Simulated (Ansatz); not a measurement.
ClFGaO, SMILES `[O][Ga]([F])[Cl]` radical from Hartree–Fock to CCSD(T)

Cartesian coordinates in Å:
```
O -1.6478 0.6718 -0.3865
Ga -0.0524 -0.0273 0.0364
F -0.0139 -1.2551 1.2589
Cl 1.7141 0.6106 -0.9089
```

The species carries charge 0 and has multiplicity 2. Correlated methods include outer-core shells of Ga, which these sets cover unevenly. Scalar relativity is left out up to krypton. The geometry is a stationary point of PBE0-D4/def2-TZVP. Frozen core, unrestricted reference, Ansatz 0.2.0.

```
     basis      HF (Eh)  MP2 corr.
  def2-SVP  -2556.58885   -0.65985
def2-TZVPP  -2557.22229   -0.83388
def2-QZVPP  -2557.28377   -1.14069
```

(1) Estimate the CCSD correlation energy and the (T) correction in each basis where they were run (hartree).

Results:

(1) 
| basis | CCSD corr. | (T) |
| --- | --- | --- |
| def2-SVP | -0.67217 | -0.01540 |
| def2-TZVPP | -0.85168 | -0.03120 |
| def2-QZVPP | -1.13545 | -0.04006 |
